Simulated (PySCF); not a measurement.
Job for PySCF: R-B3LYP/LANL2DZ on CH6OSi (SMILES C[SiH2]O), a point of a torsion scan.

```python
from pyscf import gto, scf, dft, mp
from pyscf.data.elements import chemcore

mol = gto.M(
    atom='''
    C    -1.23115613    0.28855234    0.04632160
    Si    0.51104500   -0.43496741   -0.17082906
    O     1.66026170    0.67035865    0.16228466
    H    -1.99102938   -0.42640877   -0.25109179
    H    -1.36969748    1.18134860   -0.55830249
    H    -1.43075560    0.55972501    1.08064802
    H     0.65623066   -1.58442693    0.72933957
    H     0.80676222   -0.76715489   -1.55817964
    H     1.57937193    1.28182483    0.88877177
    ''',
    basis='lanl2dz',
    ecp={'Si': 'lanl2dz'},
    charge=0, spin=0, verbose=3, max_memory=1800)
mf = dft.RKS(mol, xc='b3lyp')
mf.conv_tol = 1e-8
mf.max_cycle = 100
mf.kernel()
if not mf.converged:
    mf = mf.newton().run(mf.mo_coeff, mf.mo_occ)
```

Output:

```
converged SCF energy = -120.837764570192
```

The run converged.

Cost: roughly 4 core-seconds.
